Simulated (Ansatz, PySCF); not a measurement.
Process, species as SMILES: [C-]#[NH+] (CHN) [methanidylidyneazanium] → [C-]#[NH+] (CHN) as triplet, charge 0
Structures are relaxed separately at B3LYP-D3(BJ)/def2-TZVP in Ansatz (a first-principles code). Markedly spin-contaminated UHF reference, which strains HF, MP2 and, less, CCSD(T): [C-]#[NH+] (CHN) as triplet, charge 0. High T1 diagnostic, so coupled cluster is less sure: [C-]#[NH+] (CHN) as triplet, charge 0. A spin state is the lowest found, not a proven ground state.

Property: adiabatic triplet-singlet gap (0 K, with B3LYP-D3(BJ) harmonic zero-point energies from PySCF), in eV. Valence correlation only, unless marked. UHF or UKS for open shells. Spin-orbit coupling is left out. Non-relativistic. CBS(X,Y): correlation extrapolated as X^-3; Hartree-Fock from the larger set.

```json
[
 {"level": "HF-D3(BJ)/def2-TZVPD", "program": "PySCF + dftd3", "adiabatic triplet-singlet gap (eV)": "…"},
 {"level": "BP86/def2-TZVPD", "program": "PySCF", "adiabatic triplet-singlet gap (eV)": "…"},
 {"level": "B3LYP-D4/def2-TZVPD", "program": "Ansatz + dftd4", "adiabatic triplet-singlet gap (eV)": "4.49"},
 {"level": "B3LYP/def2-TZVPD", "program": "Ansatz", "adiabatic triplet-singlet gap (eV)": "4.49"},
 {"level": "PBE0/def2-QZVPP", "program": "Ansatz", "adiabatic triplet-singlet gap (eV)": "4.36"},
 {"level": "LC-wPBE/def2-TZVPD", "program": "Ansatz", "adiabatic triplet-singlet gap (eV)": "…"},
 {"level": "wB97X-V/def2-TZVPD", "program": "Ansatz", "adiabatic triplet-singlet gap (eV)": "…"},
 {"level": "SCS-MP2/STO-3G", "program": "Ansatz", "adiabatic triplet-singlet gap (eV)": "4.78"},
 {"level": "SCS-MP2/def2-TZVPP", "program": "Ansatz", "adiabatic triplet-singlet gap (eV)": "5.40"},
 {"level": "CCSD/def2-QZVPP", "program": "Ansatz", "adiabatic triplet-singlet gap (eV)": "4.56"},
 {"level": "CCSDT(Q)/cc-pVDZ", "program": "Ansatz", "adiabatic triplet-singlet gap (eV)": "4.37"},
 {"level": "CCSD(T)/CBS(aug-cc-pVTZ,aug-cc-pVQZ)", "program": "Ansatz", "adiabatic triplet-singlet gap (eV)": "4.63"}
]
```

Complete the blanks.


- HF-D3(BJ)/def2-TZVPD, adiabatic triplet-singlet gap (eV): 3.61
- BP86/def2-TZVPD, adiabatic triplet-singlet gap (eV): 4.33
- LC-wPBE/def2-TZVPD, adiabatic triplet-singlet gap (eV): 4.46
- wB97X-V/def2-TZVPD, adiabatic triplet-singlet gap (eV): 4.68
